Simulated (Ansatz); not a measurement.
Species: C₂H₂S, SMILES `C#CS` (charge 0, multiplicity 1).

Problem. Give a relaxed geometry from PBE-D3(BJ)/def2-TZVP (Ansatz, an electronic-structure program).

Solution. the end point of this relaxation (outside a Z-matrix the atoms follow the SMILES, hydrogens last).
Bonds (Å): C1–C2 1.216, C1–H4 1.070, C2–S3 1.684, S3–H5 1.358. Bond angles (°): C2–C1–H4 179.0, C1–C2–S3 174.4, C2–S3–H5 96.9.
